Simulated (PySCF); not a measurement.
GeH₃, SMILES [GeH3] (connectivity only; charge and spin as stated), charge +1, multiplicity 1. Coordinates come from a r2SCAN-D4/def2-TZVPD optimisation. The multiplicity is an assumed one; other spin states were not compared. The isomer is the one that the SMILES or the coordinates give; other isomers of the formula were not compared.

TDA-LC-ωPBE/def2-TZVPD in PySCF puts the lowest singlet excitations at 5.65, 5.65, 10.74, 10.74, 11.05, 12.16 eV.

Q: What are the lowest excitation roots from ADC(2)/aug-cc-pVDZ run with PySCF 2.14.0? (An estimate is asked for; the answer gives what the named calculation found.)

A: 5.92, 5.92, 10.96, 10.96, 12.52, 12.52 eV. S1 differs by 0.27 eV (second minus first; roots are paired by order, and the bases may differ).
